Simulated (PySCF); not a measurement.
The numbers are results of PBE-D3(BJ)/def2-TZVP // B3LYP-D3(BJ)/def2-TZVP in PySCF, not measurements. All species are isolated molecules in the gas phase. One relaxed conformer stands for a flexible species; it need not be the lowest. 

Reference species (SMILES): `[GaH3]` (neutral, multiplicity 1).

| Item | Result |
|---|---|
| LUMO | -2.65 eV |
| HOMO–LUMO gap | 4.69 eV |

Changed species: `[SH][GaH2]` (2 of 3 SH replaced by H; the reference has 3 of 3 SH replaced by H).

### Question
Give the shifts of the LUMO and HOMO–LUMO gap.

### Answer
the LUMO rises by 0.36 eV, to -2.29 eV; the HOMO–LUMO gap falls by 0.44 eV, to 4.25 eV.
